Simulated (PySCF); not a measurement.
**Working out the ionisation energy of Ni⁺**

Ni⁺ [Ar] 3d9 (2D) → Ni²⁺ [Ar] 3d8 (3F). Computed with PySCF 2.14 in aug-cc-pVTZ (8s7p5d3f2g, 93 functions), with the non-relativistic Hamiltonian (point nucleus). Frozen: [Ar]. Energies in hartree (1 hartree = 27.21139 eV):

```
            part   Ni⁺ (lower)  Ni²⁺ (upper)
             UHF  -1506.595873  -1506.038463
CCSD correlation     -0.342695     -0.249678
             (T)     -0.013591     -0.005643
```

Question: What does Hartree-Fock give?

Answer: (-1506.038463) − (-1506.595873) = 0.557410 hartree = 15.168 eV.

Question: What do CCSD and CCSD(T) give?

Answer: The CCSD correlation energies differ by 0.093017 hartree = 2.531 eV and the triples by 0.007948 hartree = 0.216 eV, so CCSD gives 17.699 eV and CCSD(T) 17.915 eV.

Reference: 18.169 eV (measured; NIST Atomic Spectra Database, ionization energies), between the lowest levels; spin-orbit coupling is absent from the calculation.

The calculation is non-relativistic.

What remains against the reference includes basis incompleteness, the frozen core and higher excitations.
